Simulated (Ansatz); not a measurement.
Gas-phase reaction (SMILES): BC (CH5B) → B[CH2] + H atom; the C-H bond at the site shown breaks (other sites are not compared here).

Structures are relaxed separately at B3LYP-D3(BJ)/def2-TZVP in Ansatz (a quantum-chemistry and plane-wave program), one conformer each, not searched for the lowest. Valence correlation only, unless marked. Open shells are spin-unrestricted. No spin-orbit coupling. Non-relativistic. CBS marks a two-point X^-3 extrapolation of the correlation energy; Hartree-Fock from the larger set. Thermal terms are rigid-rotor harmonic-oscillator values from B3LYP-D3(BJ) frequencies (Ansatz) at 298.15 K and 1 atm. 1 Eh = 627.5095 kcal/mol. Atoms have translation alone. Electronic entropy comes from spin alone.

```json
[
 {"species": "BC (CH5B)", "E, CCSD(T)/CBS(def2-TZVPPD,def2-QZVPPD) (Ansatz) (Eh)": "-65.82640", "E, PBE0-D4/def2-TZVPD (Ansatz + dftd4) (Eh)": "-65.86870", "H - E (Eh)": "0.06039", "G - E (Eh)": "0.03227"},
 {"species": "B[CH2]", "E, CCSD(T)/CBS(def2-TZVPPD,def2-QZVPPD) (Ansatz) (Eh)": "-65.16535", "E, PBE0-D4/def2-TZVPD (Ansatz + dftd4) (Eh)": "-65.21220", "H - E (Eh)": "0.04794", "G - E (Eh)": "0.02038"},
 {"species": "H atom", "E, CCSD(T)/CBS(def2-TZVPPD,def2-QZVPPD) (Ansatz) (Eh)": "-0.49998", "E, PBE0-D4/def2-TZVPD (Ansatz + dftd4) (Eh)": "-0.50104", "H - E (Eh)": "0.00236", "G - E (Eh)": "-0.01065"}
]
```

Problem. Work out ΔE and ΔH, ΔG, ΔS and the equilibrium constant at 298.15 K at the first level, then ΔH at the second.

Solution. 
1. ΔE = [(-65.16535) + (-0.49998)] - [(-65.82640)] = 0.16107 Eh = 101.1 kcal/mol at CCSD(T)/CBS(def2-TZVPPD,def2-QZVPPD).
2. The terms H - E add up to -0.01009 Eh, so ΔH = (0.16107 + (-0.01009))×627.5095 = 94.7 kcal/mol.
3. The terms G - E add up to -0.02254 Eh, so ΔG = 86.9 kcal/mol, and ΔS = (-0.01009 - (-0.02254))×627509.5/298.15 = 26.2 cal/(mol K).
4. log10 K = -ΔG/(RT ln 10) = -63.7, with RT ln 10 = 1.3642 kcal/mol.
5. With ΔH and ΔS taken as constant, ΔG changes sign near ΔH/ΔS = 3610 K, a rough figure that leaves out heat capacities.
6. At PBE0-D4/def2-TZVPD the same steps give ΔE = 97.6 and ΔH = 91.2 kcal/mol, a shift of -3.5 from the first level.
7. These values are not checked against measurement here, since the tables used lack a sound gas-phase enthalpy of formation for at least one species.
